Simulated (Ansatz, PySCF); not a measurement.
Gas-phase reaction (SMILES): FCBr [bromo(fluoro)methane] + 2 [H][H] (H2) -> Br (HBr) + C (CH4) + F (HF); energy of full hydrogenation.

Geometries: B3LYP-D3(BJ)/def2-TZVP minima from Ansatz (an electronic-structure program). Correlated levels leave the core frozen unless marked. No spin-orbit coupling. Frozen are the shells of the preceding noble gas and the d and f shells that filled before the atom's block. No relativistic terms. Basis-set limits of correlation are two-point, X^-3; Hartree-Fock from the larger set. Thermal terms are rigid-rotor harmonic-oscillator values from B3LYP-D3(BJ) frequencies (PySCF) at 298.15 K and 1 atm. 1 Eh = 627.5095 kcal/mol.

| species | E, CCSD(T)/CBS(cc-pVTZ,cc-pVQZ) (Ansatz) (Eh) | E, PBE0-D4/def2-TZVPD (Ansatz + dftd4) (Eh) | H - E (Eh) | G - E (Eh) |
|---|---|---|---|---|
| FCBr | -2711.70895 | -2712.92002 | 0.03474 | 0.00334 |
| [H][H] (H2) | -1.17450 | -1.16831 | 0.01336 | -0.00144 |
| Br (HBr) | -2573.28320 | -2574.45927 | 0.00927 | -0.01328 |
| C (CH4) | -40.45816 | -40.47492 | 0.04840 | 0.02728 |
| F (HF) | -100.39146 | -100.39487 | 0.01259 | -0.00713 |

Problem. Work out ΔE and ΔH, ΔG, ΔS and the equilibrium constant at 298.15 K at the first level, then ΔH at the second.

Solution. 
1. ΔE = [(-2573.28320) + (-40.45816) + (-100.39146)] - [(-2711.70895) + 2×(-1.17450)] = -0.07487 Eh = -47.0 kcal/mol at CCSD(T)/CBS(cc-pVTZ,cc-pVQZ).
2. The terms H - E add up to 0.00880 Eh, so ΔH = (-0.07487 + (0.00880))×627.5095 = -41.5 kcal/mol.
3. The terms G - E add up to 0.00641 Eh, so ΔG = -43.0 kcal/mol, and ΔS = (0.00880 - (0.00641))×627509.5/298.15 = 5.0 cal/(mol K).
4. log10 K = -ΔG/(RT ln 10) = 31.5, with RT ln 10 = 1.3642 kcal/mol.
5. At PBE0-D4/def2-TZVPD the same steps give ΔE = -45.4 and ΔH = -39.9 kcal/mol, a shift of +1.6 from the first level.
6. These values are not checked against measurement here, since the tables used lack a sound gas-phase enthalpy of formation for at least one species.
